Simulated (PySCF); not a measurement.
CH3ClGa, charge +1. Atoms are numbered in the order given.

```xyz
6

Ga     0.0000     0.0000    -0.2916
C      0.0000     0.0000    -2.2148
H     -0.9069    -0.5236    -2.5465
H      0.9069    -0.5236    -2.5465
H      0.0000     1.0472    -2.5465
Cl     0.0000     0.0000     1.7628
```
Charge +1, spin multiplicity 1.

The structure is a stationary point at PBE-D3(BJ)/def2-TZVP. The multiplicity is an assumed one; other spin states were not compared. The isomer is the one that the SMILES or the coordinates give; other isomers of the formula were not compared.

Level of theory: PBE-D3(BJ)/def2-TZVP run with PySCF.

Frequencies are harmonic and unscaled.

Modes within 1.5 cm⁻¹ of each other (mostly degenerate sets) share a row, with their intensities summed.

```
mode   ν (cm⁻¹)  IR (km/mol)  moving atoms (share of kinetic energy)
-----  --------  -----------  --------------------------------------
1–2         117          1.5        Ga 36 %, C 28 %, Cl 18 %, H 17 %
3           441         29.8                         Cl 59 %, C 28 %
4           616         13.3         C 45 %, Ga 34 %, Cl 11 %, H 9 %
5–6         784         42.0                          H 83 %, C 16 %
7          1189          4.9                          H 85 %, C 15 %
8–9        1371         14.8                                  H 95 %
10         2982         31.7                                  H 98 %
11–12      3093         38.6                          H 90 %, C 10 %
```
